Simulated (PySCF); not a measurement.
## How a change of structure moves an absorption spectrum

Method: TDDFT CAM-B3LYP/def2-SVPD, vertical, gas phase, core orbitals frozen in the response (PySCF). Geometries: GFN2-xTB; one conformer of each isolated species. Triplets are in the Tamm–Dancoff approximation.

Parent: `[SiH3]CCc1ncco1`, with lowest singlet excitation energy 6.29 eV, lowest triplet energy 4.19 eV, HOMO–LUMO gap 9.24 eV, mean static polarisability 90.8 au. Its spectrum: 197 nm (f 0.209); 188 nm (f 0.003); 181 nm (f 0.019); 170 nm (f 0.046); 165 nm (f 0.010).

Task: Give the shifts from the parent for: Si replaced by C (`CCCc1ncco1`); C replaced by Si (`[SiH3][SiH2]Cc1ncco1`); O replaced by S (`[SiH3]CCc1nccs1`); C-C bond made double (`[SiH3]/C=C/c1ncco1`).

Result: 

| change | SMILES | Δ S1 (eV) | Δ T1 (eV) | Δ gap (eV) | Δ α (au) |
| --- | --- | --- | --- | --- | --- |
| Si replaced by C | CCCc1ncco1 | +0.02 | -0.01 | +0.05 | -13.4 |
| C replaced by Si | [SiH3][SiH2]Cc1ncco1 | -0.18 | -0.02 | -0.13 | +18.6 |
| O replaced by S | [SiH3]CCc1nccs1 | -0.77 | -0.39 | -0.61 | +16.4 |
| C-C bond made double | [SiH3]/C=C/c1ncco1 | -1.42 | -1.18 | -1.81 | +11.2 |

S1 falls most with C-C bond made double (-1.42 eV), and none raises it by more than 0.03 eV. S1 is simply the lowest singlet of each species and needn't be the same kind of state throughout. Over these 4 changes the shifts of S1 and of the HOMO–LUMO gap correlate with r = 0.98.
